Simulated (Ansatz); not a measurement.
CH3Cd (SMILES [CH3][Cd+]), charge +1, singlet, at a GFN2-xTB geometry (such geometries of metal compounds can be far from the true shape) (core potentials on Cd). Base run: PBE0/def2-SVP run with Ansatz (a program for electronic structure).

The Ansatz input:
Ansatz 0.2 input:
```yaml
crystal:
  periodic: [false, false, false]
  atoms:
    - {symbol: Cd, position_ang: [-0.24990741, -0.15685804, -0.19594938]}
    - {symbol: C, position_ang: [1.26333355, 0.79294976, 0.99056455]}
    - {symbol: H, position_ang: [1.79956127, -0.02050473, 1.49205259]}
    - {symbol: H, position_ang: [0.72593198, 1.44551340, 1.68777248]}
    - {symbol: H, position_ang: [1.89006125, 1.34647864, 0.28235779]}
basis:
  gaussian:
    orbitals: def2-SVP
hamiltonian:
  xc: pbe0
total_charge: 1
```

Each row names what was changed in the base input (with any setting that the change needs).

```tsv
change	basis functions	E (Eh)
base	60	-207.24787
basis = ANO-RCC-VDZP; relativity = spin-free X2C	72	-5633.16599
basis = jorge-DZP-DKH; relativity = none	78	-5459.41539
basis = x2c-TZVPall; relativity = spin-free X2C; nucleus = Gaussian	112	-5633.19234
basis = ANO-RCC-VDZP; relativity = none	72	-5372.29601
basis = jorge-DZP-DKH; relativity = spin-free X2C; nucleus = Gaussian	78	-5627.14265
basis = ANO-RCC-VDZP; relativity = spin-free X2C; nucleus = Gaussian	72	-5633.03590
basis = x2c-TZVPall; relativity = spin-free X2C	112	-5633.30133
basis = x2c-TZVPall; relativity = none	112	-5425.29179
basis = jorge-DZP-DKH; relativity = spin-free X2C	78	-5627.25241
```

Absolute energies of different levels of theory aren't comparable as measures of quality.

Ansatz warned in this series: the basis is contracted for relativity, which the run leaves out.

Basis sets contracted for a relativistic Hamiltonian are a mismatch without it, so the rows without relativity aren't non-relativistic limits. No row has spin-orbit coupling; sets with core potentials leave out the core electrons.
